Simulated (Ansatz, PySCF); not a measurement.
This Ansatz (a first-principles code) input computes a r2SCAN/def2-TZVPD energy:

Ansatz 0.2 input:
```yaml
crystal:
  periodic: [false, false, false]
  atoms:
    - {symbol: Ge, position_ang: [-0.00516926, 0.00502527, 0.57294344]}
    - {symbol: Cl, position_ang: [1.21986904, 1.42802193, -0.54084538]}
    - {symbol: Cl, position_ang: [-1.21013866, -1.43748127, -0.53763638]}
basis:
  gaussian:
    orbitals: def2-TZVPD
hamiltonian:
  xc: {name: r2SCAN}
magnetization: {spin_polarized: true, initial_magnetization: 2}
output: {forces: true}
```

Question: Write an input for the same energy in PySCF and say what it gives.

Answer: 
```python
from pyscf import gto, scf, dft

mol = gto.M(
    atom='''
    Ge   -0.00516926    0.00502527    0.57294344
    Cl    1.21986904    1.42802193   -0.54084538
    Cl   -1.21013866   -1.43748127   -0.53763638
    ''',
    basis='def2-tzvpd',
    charge=0,
    spin=2,
    verbose=4,
)

mf = dft.UKS(mol, xc='r2scan').density_fit(auxbasis='def2-universal-jkfit')
mf.grids.level = 4
mf.conv_tol = 1e-9
mf.max_cycle = 100
mf.max_memory = 1500
mf.kernel()
if not mf.converged:
    mf = mf.newton()
    mf.kernel(mf.make_rdm1())
for _ in range(2):
    mo, _, stable, _ = mf.stability(return_status=True)
    if stable:
        break
    mf.kernel(mf.make_rdm1(mo, mf.mo_occ))
mf.analyze()
```
It gives -2997.35952 Eh, and Ansatz -2997.35946 Eh, a difference of 0.06 mEh, from the treatment of integrals and grids.

This is an excited triplet: at this geometry the singlet lies 2.40 eV lower at RI-MP2/CBS(def2-TZVPPD,def2-QZVPPD)+[CCSD(T)-MP2]/def2-TZVPPD.
